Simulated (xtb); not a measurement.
Sn(H)2(OH)(NH2) (H5NOSn), SMILES [SnH2]([NH2])[OH]. All values are semi-empirical tight-binding results from xtb (GFN2-xTB unless named), good for trends rather than for accurate numbers. Geometry: GFN2-xTB. Other conformers were not sampled.

A frequency run showed that this geometry is not a minimum.

For metal compounds this method's bond lengths and energies can be far off.

Computed properties:
```json
{
  "orbital_gap": "5.09 eV"
}
```
